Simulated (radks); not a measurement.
Fractional charge and spin in the 5p shell of iridium: the spin-up occupation runs from 2 to 3 and the spin-down occupation from 2 to 3; the fullest corner is Ir3+, [Kr] 4d10 4f14 5s2 5d(up 3, down 3) 5p(up 3, down 3). Calculated with a radial shooting solver on a logarithmic mesh with Libxc functionals: scalar-relativistic Kohn-Sham, SCAN, spin-polarised, spherical densities, finite nucleus; meta-GGA in the generalised Kohn-Sham scheme; Fermi nuclear charge, rms radius of each element as measured or else 0.836 A^(1/3) + 0.57 fm. Energy (eV) minus the two flat planes that join the four corners (they meet along the diagonal where the two added fractions sum to one electron); zero is where a piecewise linear energy would lie.

\begin{tabular}{lrrrrr}
down \ up & 2 & 2.25 & 2.5 & 2.75 & 3 \\ \hline
2 & 0.000 & -1.509 & -2.004 & -1.502 & 0.000 \\
2.25 & -1.509 & -1.851 & -1.188 & 0.458 & -1.440 \\
2.5 & -2.004 & -1.188 & 0.626 & -1.117 & -1.893 \\
2.75 & -1.502 & 0.458 & -1.117 & -1.735 & -1.408 \\
3 & 0.000 & -1.440 & -1.893 & -1.408 & 0.000 \\
\end{tabular}

Corners above the fullest one (they belong to Ir4+ and the next ion): (up 3, down 2) 94.756 eV, (up 2, down 3) 94.756 eV, (up 2, down 2) 207.61 eV. With half an added electron in each spin the energy lies 0.626 eV from the planes, and with half an added electron in spin up alone -2.004 eV. The planes are only a guide here: the flat-plane condition holds for ground states with one frontier orbital, while this shell lies below other occupied shells, so the corners above the fullest one are inner-hole states and not the ground states of those ions.
